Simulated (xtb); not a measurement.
H7B3N3 (SMILES B1NB[NH2+]BN1), charge +1, singlet, at a GFN2-xTB geometry; xtb with GFN2-xTB.

Input for xtb:
```
$ xtb mol.xyz --gfn 2 --chrg 1 --hess --json

# file mol.xyz
13

B      0.86251219    -1.19327684     0.20470020
N      1.39506126     0.13710217     0.26582380
B      0.66986180     1.29721651     0.08876115
N     -0.82466883     1.14092094    -0.19571883
B     -1.41304089    -0.26903579    -0.26514000
N     -0.54097915    -1.31871608    -0.06312431
H      1.53770716    -2.12740221     0.36494437
H      2.38574493     0.21228932     0.45529505
H      1.11296446     2.37378670     0.14057704
H     -1.03809559     1.62294398    -1.07286357
H     -1.34412975     1.67284054     0.50748952
H     -2.55236918    -0.38238491    -0.48219127
H     -0.90438046    -2.26174200    -0.10372250
```

Output, abridged:

```
   ID    Z sym.   atoms
    1    5 B      1, 3, 5
    2    7 N      2, 4, 6
    3    1 H      7-13

           -------------------------------------------------
          |                Calculation Setup                |
           -------------------------------------------------

           -------------------------------------------------
          |                 G F N 2 - x T B                 |
           -------------------------------------------------

          ...................................................
          :                      SETUP                      :
          :.................................................:
          :  # basis functions                  31          :
          :  # atomic orbitals                  31          :
          :  # shells                           19          :
          :  # electrons                        30          :
          :  max. iterations                   250          :
          :  Hamiltonian                  GFN2-xTB          :
          :  restarted?                      false          :
          :  GBSA solvation                  false          :
          :  PC potential                    false          :
          :  electronic temp.          300.0000000     K    :
          :  accuracy                    1.0000000          :
          :  -> integral cutoff          0.2500000E+02      :
          :  -> integral neglect         0.1000000E-07      :
          :  -> SCF convergence          0.1000000E-05 Eh   :
          :  -> wf. convergence          0.1000000E-03 e    :
          :  Broyden damping             0.4000000          :
          :  net charge                          1          :
          :  unpaired electrons                  0          :
          ...................................................

 iter      E             dE          RMSdq      gap      omega  full diag
   1    -15.8852548 -0.158853E+02  0.102E+01    4.94       0.0  T
   2    -15.9782678 -0.930130E-01  0.644E+00    4.29       1.0  T
   3    -15.9739095  0.435826E-02  0.185E+00    4.42       1.0  T
   4    -15.9928454 -0.189359E-01  0.808E-01    4.27       1.0  T
   5    -15.9979081 -0.506263E-02  0.371E-01    4.54       1.0  T
   6    -15.9988793 -0.971208E-03  0.919E-02    4.47       1.0  T
   7    -15.9989284 -0.490839E-04  0.406E-02    4.49       1.0  T
   8    -15.9989384 -0.999873E-05  0.103E-02    4.48       2.7  T
   9    -15.9989384 -0.596962E-07  0.618E-03    4.49       4.5  T
  10    -15.9989389 -0.531568E-06  0.564E-04    4.48      49.2  T
  11    -15.9989389 -0.178834E-08  0.242E-04    4.48     114.6  T

   *** convergence criteria satisfied after 11 iterations ***

         :::::::::::::::::::::::::::::::::::::::::::::::::::::
         ::                     SUMMARY                     ::
         :::::::::::::::::::::::::::::::::::::::::::::::::::::
         :: total energy             -15.797179862048 Eh    ::
         :: gradient norm              0.000020121923 Eh/a0 ::
         :: HOMO-LUMO gap              4.484382395174 eV    ::
         ::.................................................::
         :: SCC energy               -15.998929391239 Eh    ::
         :: -> isotropic ES            0.148466966643 Eh    ::
         :: -> anisotropic ES         -0.002679862649 Eh    ::
         :: -> anisotropic XC          0.004357372000 Eh    ::
         :: -> dispersion             -0.006336822816 Eh    ::
         :: repulsion energy           0.201749529192 Eh    ::
         :: add. restraining           0.000000000000 Eh    ::
         :: total charge               1.000000000000 e     ::
         :::::::::::::::::::::::::::::::::::::::::::::::::::::

           -------------------------------------------------
          |                Numerical Hessian                |
           -------------------------------------------------
step length          :   0.00500
SCC accuracy         :   0.30000
Hessian scale factor :   1.00000
frozen atoms in %    :   0.00000    0
RMS gradient         :   0.00002
estimated CPU  time      0.01 min

writing file <hessian>.

 projected vibrational frequencies (cm⁻¹)
eigval :       -0.00    -0.00    -0.00     0.00     0.00     0.00
eigval :      102.33   226.36   310.76   462.00   479.45   523.65
eigval :      694.26   719.19   744.35   796.98   810.93   841.61
eigval :      863.48   891.35   934.01   942.12   978.68  1011.73
eigval :     1056.20  1149.34  1230.54  1259.53  1281.51  1374.11
eigval :     1411.57  1469.73  2701.79  2702.11  2717.14  3282.94
eigval :     3312.15  3434.68  3435.49
           -------------------------------------------------
          |                Property Printout                |
           -------------------------------------------------

    * Orbital Energies and Occupations

         #    Occupation            Energy/Eh            Energy/eV
      -------------------------------------------------------------
         1        2.0000           -0.8260345             -22.4775
       ...           ...                  ...                  ...
         3        2.0000           -0.7735190             -21.0485
         4        2.0000           -0.7425884             -20.2069
         5        2.0000           -0.7405159             -20.1505
         6        2.0000           -0.7358011             -20.0222
         7        2.0000           -0.7098731             -19.3166
         8        2.0000           -0.6791246             -18.4799
         9        2.0000           -0.6749367             -18.3660
        10        2.0000           -0.6645166             -18.0824
        11        2.0000           -0.6393345             -17.3972
        12        2.0000           -0.6389312             -17.3862
        13        2.0000           -0.6096350             -16.5890
        14        2.0000           -0.6029873             -16.4081
        15        2.0000           -0.5913676             -16.0919 (HOMO)
[...]
 q only:       -0.508       0.703      -0.121
   full:       -0.704       0.974      -0.167       3.086
molecular quadrupole (traceless):
                xx          xy          yy          xz          yz          zz
 q only:        2.390      -2.073       4.071       1.853      -0.746      -6.461
  q+dip:        2.409      -3.754       5.202       2.146      -1.146      -7.611
   full:        1.088      -3.321       3.421       1.241      -0.902      -4.509

           -------------------------------------------------
          |               Frequency Printout                |
           -------------------------------------------------
 projected vibrational frequencies (cm⁻¹)
eigval :       -0.00    -0.00    -0.00     0.00     0.00     0.00
eigval :      102.33   226.36   310.76   462.00   479.45   523.65
eigval :      694.26   719.19   744.35   796.98   810.93   841.61
eigval :      863.48   891.35   934.01   942.12   978.68  1011.73
eigval :     1056.20  1149.34  1230.54  1259.53  1281.51  1374.11
eigval :     1411.57  1469.73  2701.79  2702.11  2717.14  3282.94
eigval :     3312.15  3434.68  3435.49
 reduced masses (amu)
   1: 11.55   2: 10.42   3: 11.07   4: 10.95   5: 10.63   6: 10.36   7:  5.41   8:  8.98
   9:  7.66  10: 11.60  11: 11.97  12:  3.38  13:  2.98  14:  5.20  15: 12.29  16:  5.43
  17:  9.48  18:  3.61  19:  4.03  20:  7.94  21:  7.64  22:  2.16  23:  2.56  24:  2.06
  25:  3.56  26:  5.97  27:  3.13  28:  4.66  29: 10.31  30: 11.10  31:  2.13  32: 11.37
  33:  1.87  34:  1.86  35:  1.85  36:  2.03  37:  1.59  38:  1.86  39:  1.86
 IR intensities (km·mol⁻¹)
   1: 12.58   2:  1.36   3:  5.55   4: 12.73   5:  9.62   6:  0.20   7: 27.75   8:  0.00
   9:  3.36  10:  0.57  11:  0.01  12: 37.52  13:  0.00  14: 48.70  15:  6.16  16: 20.20
  17:  8.20  18:  0.01  19:406.04  20:  0.02  21: 11.10  22:  0.00  23:  0.98  24:  3.01
  25: 33.45  26: 96.96  27: 28.65  28:  1.15  29:415.32  30:149.75  31:236.72  32:478.62
  33: 27.31  34: 81.37  35: 58.26  36: 62.29  37: 77.86  38: 38.33  39: 22.49
 Raman intensities (Ä⁴*amu⁻¹)
   1:  0.00   2:  0.00   3:  0.00   4:  0.00   5:  0.00   6:  0.00   7:  0.00   8:  0.00
   9:  0.00  10:  0.00  11:  0.00  12:  0.00  13:  0.00  14:  0.00  15:  0.00  16:  0.00
  17:  0.00  18:  0.00  19:  0.00  20:  0.00  21:  0.00  22:  0.00  23:  0.00  24:  0.00
  25:  0.00  26:  0.00  27:  0.00  28:  0.00  29:  0.00  30:  0.00  31:  0.00  32:  0.00
  33:  0.00  34:  0.00  35:  0.00  36:  0.00  37:  0.00  38:  0.00  39:  0.00
 output can be read by thermo (or use thermo option).
 writing <g98.out> molden fake output.
 recommended (thermochemical) frequency scaling factor: 1.0
           -------------------------------------------------
          |             Thermodynamic Functions             |
           -------------------------------------------------

c2v symmetry found (for desy threshold:  0.10E+00) used in thermo

          ...................................................
          :                      SETUP                      :
          :.................................................:
          :  # frequencies                          33      :
          :  # imaginary freq.                       0      :
          :  linear?                             false      :
          :  only rotor calc.                    false      :
          :  symmetry                              c2v      :
          :  rotational number                       2      :
          :  scaling factor                  1.0000000      :
          :  rotor cutoff                   50.0000000 cm⁻¹ :
          :  imag. cutoff                  -20.0000000 cm⁻¹ :
          :.................................................:

    mode    ω/cm⁻¹     T·S(HO)/kcal·mol⁻¹    T·S(FR)/kcal·mol⁻¹   T·S(vib)
   ------------------------------------------------------------------------
       1    102.33    -1.01654 ( 94.61%)    -0.84403 (  5.39%)    -1.00724
       2    226.36    -0.56875 ( 99.76%)    -0.60902 (  0.24%)    -0.56885
   ------------------------------------------------------------------------

   temp. (K)  partition function   enthalpy   heat capacity  entropy
                                   cal/mol     cal/K/mol   cal/K/mol   J/K/mol
 298.15  VIB   8.56                 2067.059     17.534     11.169
         ROT  0.535E+05              888.752      2.981     24.616
         INT  0.458E+06             2955.811     20.514     35.785
         TR   0.712E+27             1481.254      4.968     39.091
         TOT                        4437.0654    25.4826    74.8759   313.2806

       T/K    H(0)-H(T)+PV         H(T)/Eh          T*S/Eh         G(T)/Eh
   ------------------------------------------------------------------------
    298.15    0.707091E-02    0.107657E+00    0.355759E-01    0.720807E-01
   ------------------------------------------------------------------------

         :::::::::::::::::::::::::::::::::::::::::::::::::::::
         ::                  THERMODYNAMIC                  ::
         :::::::::::::::::::::::::::::::::::::::::::::::::::::
         :: total free energy         -15.725099113622 Eh   ::
         ::.................................................::
         :: total energy              -15.797179862259 Eh   ::
         :: zero point energy           0.100585769608 Eh   ::
         :: G(RRHO) w/o ZPVE           -0.028505020971 Eh   ::
         :: G(RRHO) contrib.            0.072080748637 Eh   ::
         :::::::::::::::::::::::::::::::::::::::::::::::::::::

           -------------------------------------------------
          | TOTAL ENERGY              -15.797179862259 Eh   |
          | TOTAL ENTHALPY            -15.689523178820 Eh   |
          | TOTAL FREE ENERGY         -15.725099113622 Eh   |
          | GRADIENT NORM               0.000018770226 Eh/α |
          | HOMO-LUMO GAP               4.484411125315 eV   |
           -------------------------------------------------

normal termination of xtb
```
